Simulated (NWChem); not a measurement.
Basis-set dependence for H3B

```
B
H 1 1.2044
H 1 1.2044 2 120.00
H 1 1.2044 2 120.00 3 180.00
```
Charge 0, spin multiplicity 1.

Everything below was run with NWChem. All single points use one geometry, from B3LYP/def2-SVP, a minimum by its harmonic frequencies.

Hartree-Fock energies in Ha, correlation energies in mHa.

The correlated methods keep 1 core orbital frozen. The Pople sets run with spherical d functions. The structure started from a generated list of species. No row is a measurement; the coupled-cluster row has its own basis-set and correlation limits.

```tsv
basis	functions	RHF	MP2	SCS-MP2	CCSD	CCSD+T(CCSD)	CCSD(T)	CR-CCSD[T]	CR-CCSD(T)	CCSDT
def2-SVP	29	-26.37041	-92.4	-103.0	-115.6	-117.2	-117.2	-117.1	-117.0	-117.5
6-311G**	36	-26.39666	-97.7	-108.5	-120.8	-122.7	-122.7	-122.5	-122.5	-123.0
def2-TZVP	49	-26.39985	-106.0	-117.7	-129.3	-131.7	-131.6	-131.4	-131.4	not run
def2-QZVP	147	-26.40195	-120.0	-133.9	-140.1	-142.9	-142.9	-142.7	-142.6	not run
```

From def2-TZVP to def2-QZVP the Hartree-Fock energy moves by -2.1 mHa and the MP2 correlation energy by -14.0 mHa, which is 12 % of its value in the larger set.
